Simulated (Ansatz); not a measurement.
The cluster Ge₃O₂, relaxed as a singlet with RKS B3LYP-D4/def2-SVP in Ansatz, starting from the GFN1-xTB geometry. Force threshold 0.02 eV/Å.

The structure comes from a short search, and lower isomers may exist.

Start:

```xyz
5

Ge    0.4564    0.5992    1.4638
Ge   -0.6653    1.4489   -0.4852
Ge   -0.5034   -0.3609   -1.8378
O     0.6812   -0.5666   -0.1382
O     0.0311   -1.1206    0.9974
```

| step | energy (eV) | largest force component (eV/Å) | SCF passes |
| --- | --- | --- | --- |
| 1 | -173624.4320 | 2.545 | 21 |
| 2 | -173624.8424 | 1.264 | 31 |
| 3 | -173624.9179 | 0.480 | 26 |
| 4 | -173624.9449 | 0.269 | 25 |
| 5 | -173624.9779 | 0.307 | 25 |
| 6 | -173625.0580 | 0.906 | 32 |
| 7 | -173625.8945 | 2.903 | 37 |
| 8 | -173627.0725 | 1.778 | 37 |
| 9 | -173627.7100 | 1.237 | 30 |
| 10 | -173628.0390 | 0.999 | 29 |
| 11 | -173628.3401 | 0.747 | 29 |
| 12 | -173628.5384 | 0.787 | 29 |
| 13 | -173628.7186 | 0.854 | 29 |
| 14 | -173628.7802 | 0.756 | 31 |
| 15 | -173628.8115 | 0.540 | 30 |
| 16 | -173628.8358 | 0.169 | 25 |
| 17 | -173628.9065 | 0.860 | 30 |
| 18 | -173629.0741 | 0.573 | 30 |
| 19 | -173629.3166 | 1.029 | 27 |
| 20 | -173629.6423 | 0.781 | 29 |
| 21 | -173629.7004 | 1.198 | 29 |
| 22 | -173629.8117 | 0.310 | 23 |
| 23 | -173629.8224 | 0.165 | 23 |
| 24 | -173629.8309 | 0.039 | 22 |
| 25 (rejected) | -173629.8174 | 0.276 | 23 |
| 26 | -173629.8312 | 0.026 | 23 |
| 27 | -173629.8313 | 0.003 | 15 |

Force components are those of the run's own axes.

End:

```xyz
5

Ge    0.919    0.129    1.275
Ge   -0.832    1.303   -0.135
Ge   -0.388   -0.960   -1.189
O     1.013    0.244   -0.645
O    -0.711   -0.717    0.694
```

Bonds lost: O4–O5 (atoms count from 1). Bonds formed: Ge2–O4, Ge2–O5, Ge3–O5 (atoms count from 1).

No frequencies were taken in this run, so the end may be a saddle point.

Run time 57 s (4 threads of Arm Neoverse V2 on a shared host).
